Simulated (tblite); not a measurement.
Question: What does the GFN2-xTB structure of `C[Si@@H]1CC(C)(C)[SiH2]S1` look like in three dimensions?

Answer: 
```
atom  x, y, z in Å
C1     3.2862    0.1843    0.9418
Si2    1.6946    0.6855    0.0481
C3     0.1234    0.1456    0.9814
C4    -1.0550   -0.1293    0.0360
C5    -1.5991    1.1965   -0.4975
C6    -2.1702   -0.8422    0.7996
Si7   -0.4293   -1.1971   -1.4294
S8     1.5249   -0.4136   -1.8208
H9     4.1513    0.4066    0.3262
H10    3.3937    0.7251    1.8762
H11    3.3053   -0.8788    1.1634
H12    1.6993    2.1084   -0.3000
H13    0.3481   -0.7697    1.5370
H14   -0.1668    0.8913    1.7251
H15   -2.4677    1.0279   -1.1316
H16   -0.8470    1.7227   -1.0824
H17   -1.9013    1.8449    0.3251
H18   -1.8258   -1.7925    1.2028
H19   -2.5182   -0.2276    1.6301
H20   -3.0178   -1.0401    0.1465
H21   -0.3069   -2.6041   -1.0543
H22   -1.2320   -1.0245   -2.6323
```

Orientation and origin are arbitrary. Atoms count from 1 in this order. The 5-membered ring Si2–C3–C4–Si7–S8 has internal angles of 95.7° to 112.5°; it is puckered, 0.20 Å rms from its mean plane, widest ring torsion 46°. The 3 C–Si bonds span 1.893 Å (C1–Si2, drawn single) to 1.918 Å (C4–Si7, drawn single), a spread of 0.025 Å. Of the pairs four or more bonds apart, Si2···H16 is among the closest relative to their van der Waals radii: 2.97 Å, 90 % of the sum of Bondi's values. Si2 (SiH silicon) is distorted tetrahedral (angles from 102.3° to 113.2°).

Bonds between heavy atoms (Å): C1–Si2 1.893, Si2–C3 1.906, C3–C4 1.536, C4–C5 1.529, C4–C6 1.528, C4–Si7 1.918, Si7–S8 2.141, Si2–S8 2.175.

The geometry is computed with GFN2-xTB (gas phase).

Point group: C1 (no symmetry element, even within 0.4 Å). Its GFN2-xTB frequencies are all real (lowest 49 cm⁻¹). The numbers are those of one conformer (C1–Si2–C3–C4 -150°, Si2–C3–C4–C5 -73°, C3–C4–Si7–S8 -38°, C4–Si7–S8–Si2 15°).

Hardware: an Arm Neoverse N1 with one thread, shared host with 64 logical CPUs at a one-minute load of 46. Cost: 0.99 s of wall time. That covers the optimisation of the geometry.
